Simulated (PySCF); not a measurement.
Excitations are Tamm–Dancoff values on a coarser integration grid. The basis has no diffuse functions, so Rydberg states are missing or too high.

Cartesian coordinates (Å):
```xyz
5

Cl    -1.7804    -1.2323    -0.6652
Sn     0.0015    -0.0004     0.1690
Cl    -0.1876     2.1553    -0.6711
Cl     1.9496    -0.9179    -0.6981
H      0.0168    -0.0047     1.8653
```
Charge 0, multiplicity 1.

Question: Predict the S1 excitation (TDA), total energy and T1 excitation (TDA) from PySCF 2.14.0 with PBE-D3(BJ)/def2-TZVP // B3LYP-D3(BJ)/def2-TZVP.

Answer: 
The S1 excitation (TDA) is 4.72 eV. The total energy is -1595.1133 Ha and the T1 excitation (TDA) comes out as 4.45 eV.
